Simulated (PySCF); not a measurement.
Run record for `O=C(N/C=C/O[SiH3])C`: PW91/def2-SVPD, TDA, 3 singlets.

Method: TDA PW91/def2-SVPD, vertical, gas phase, core orbitals frozen in the response (PySCF 2.14.0, density-fitted response routines). Geometry: GFN2-xTB. The command runs a driver script over a list of jobs; the input below is this job's line of settings and its coordinates in Å.

Command:
```bash
OMP_NUM_THREADS=1 python probes_run.py task.json out
```

Input:
```
{"job": {"kind": "uv", "xc": "PW91", "basis": "def2-SVPD", "nstates": 3, "ntriplets": 5, "tda": true}, "charge": 0, "multiplicity": 1}
C     -3.343435    -0.068342    -0.415093
C     -1.950887    -0.358016     0.100472
O     -1.677916    -1.274832     0.840136
N     -1.012128     0.521127    -0.362326
C      0.335258     0.427110    -0.032111
C      1.263131     1.271047    -0.470405
O      2.573110     1.209075    -0.174961
Si     3.448385     0.177963     0.735992
H     -3.607222     0.973804    -0.250904
H     -3.390295    -0.279171    -1.481972
H     -4.053263    -0.707592     0.101001
H     -1.291107     1.271153    -0.977420
H      0.566505    -0.400035     0.620442
H      1.024352     2.101931    -1.124968
H      2.997552     0.196489     2.127415
H      4.755050     0.785309     0.541764
H      3.355909    -1.185527     0.213030
```

Output:
```
coarse grid: 14784 points
cycle   1  E = -651.6839330360  dE =  1.116e+00  |g| = 1.110e+00  |ddm| = 7.790e+00
cycle   2  E = -648.4927254769  dE =  3.191e+00  |g| = 3.445e+00  |ddm| = 4.840e+01
cycle   3  E = -651.7644402692  dE = -3.272e+00  |g| = 8.258e-01  |ddm| = 4.829e+01
cycle   4  E = -651.9220400266  dE = -1.576e-01  |g| = 2.627e-01  |ddm| = 1.533e+00
cycle   5  E = -651.9284024465  dE = -6.362e-03  |g| = 1.932e-01  |ddm| = 6.189e-01
cycle   6  E = -651.9367091368  dE = -8.307e-03  |g| = 6.737e-02  |ddm| = 3.323e-01
cycle   7  E = -651.9378180579  dE = -1.109e-03  |g| = 2.169e-02  |ddm| = 1.596e-01
cycle   8  E = -651.9379277604  dE = -1.097e-04  |g| = 4.451e-03  |ddm| = 3.210e-02
cycle   9  E = -651.9379320937  dE = -4.333e-06  |g| = 1.127e-03  |ddm| = 1.156e-02
final grid: 138520 points
cycle  10  E = -652.0687086902  dE = -3.608e-05  |g| = 1.509e-02  |ddm| = 2.810e-01
cycle  11  E = -652.0684431766  dE =  2.655e-04  |g| = 3.888e-02  |ddm| = 5.917e-02
cycle  12  E = -652.0687481023  dE = -3.049e-04  |g| = 5.900e-03  |ddm| = 4.917e-02
cycle  13  E = -652.0687559699  dE = -7.868e-06  |g| = 8.211e-04  |ddm| = 8.784e-03
cycle  14  E = -652.0687560917  dE = -1.218e-07  |g| = 3.379e-04  |ddm| = 1.608e-03
cycle  15  E = -652.0687561128  dE = -2.115e-08  |g| = 1.228e-04  |ddm| = 6.087e-04
cycle  16  E = -652.0687561161  dE = -3.248e-09  |g| = 4.707e-05  |ddm| = 2.766e-04
cycle  17  E = -652.0687561167  dE = -6.285e-10  |g| = 9.786e-06  |ddm| = 8.984e-05
converged SCF energy = -652.0687561167

Static polarisability (au): isotropic 100.302, principal 67.586 90.173 143.148

Singlet excitations
state   eV       nm        f      main configurations
  1   4.4319    279.8   0.00041   H->L+1 1.00
  2   4.6552    266.3   0.00193   H->L+2 1.00
  3   4.9832    248.8   0.00037   H-1->L 0.99

Triplet excitations (Tamm-Dancoff, eV): 3.5438 4.3536 4.5966 4.6631 4.8202
```

The SCF starts on a coarse grid where the log names one; the energy can jump when the final grid takes over, and dE then counts from the start density on the new grid. H and L stand for HOMO and LUMO; the number after each pair is its weight.

Question: Give the mean polarisability as a volume in Å³, and the ratio of the largest to the smallest principal value.

Answer: 100.302 au × 0.148185 = 14.86 Å³; 143.148/67.586 = 2.12.

Question: How does the lowest singlet excitation compare with the HOMO–LUMO gap?

Answer: HOMO -5.17 eV and LUMO -1.16 eV give a gap of 4.01 eV; S1 at 4.43 eV lies 0.42 eV above it.

In short: SCF converged in 17 cycles with 242 basis and 882 fitting functions; HOMO -5.17 eV, LUMO -1.16 eV; lowest singlet 4.43 eV; lowest triplet 3.54 eV (Tamm–Dancoff); mean polarisability 100.3 au.

Rough CPU time on one thread of a shared machine: about 2.2 min.

Shape of the structure used: `[CH3:1][C:2](=[O:3])[NH:4]/[CH:5]=[CH:6]/[O:7][SiH3:8]`: C1–C2–N4–C5 -179°, C2–N4–C5–C6 180°, C5–C6–O7–Si8 0°.

One conformer stands for the species.
